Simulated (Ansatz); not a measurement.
Basis sets compared for the cluster Zn2Br3. Total charge 0; doublet. Geometry PBE-D4/def2-SVP. Ansatz on 4 threads of Arm Neoverse V1 on a shared host; times are rough, and most runs start from earlier orbitals.

```xyz
5

Zn   -2.129   -0.223   -1.213
Zn    0.709    0.080    0.408
Br   -0.023   -1.672   -1.123
Br   -1.244    1.532    0.435
Br    2.687    0.283    1.493
```

The structure comes from a short search, and lower isomers may exist.

Binding counts from free atoms (Zn singlet, Br doublet) in the same basis, without a counterpoise term.

| level | functions | energy (Eh) | HOMO (eV) | LUMO (eV) | binding per atom (eV) | wall time |
| --- | --- | --- | --- | --- | --- | --- |
| PBE-D4/def2-SVP | 158 | -11278.2774 | -5.17 | -4.23 | 1.89 | 3.8 s |
| PBE0-D4/def2-SVP | 158 | -11278.6084 | -6.13 | -3.37 | 1.90 | 8.5 s |

Task: Estimate the rows for PBE-D4/def2-TZVP (with forces), PBE0-D4/def2-TZVP.

Result: 
| level | functions | energy (Eh) | HOMO (eV) | LUMO (eV) | binding per atom (eV) | wall time |
| --- | --- | --- | --- | --- | --- | --- |
| PBE-D4/def2-TZVP (with forces) | 240 | -11279.7465 | -5.45 | -4.51 | 1.77 | 9 s |
| PBE0-D4/def2-TZVP | 240 | -11280.0566 | -6.35 | -3.57 | 1.81 | 18 s |
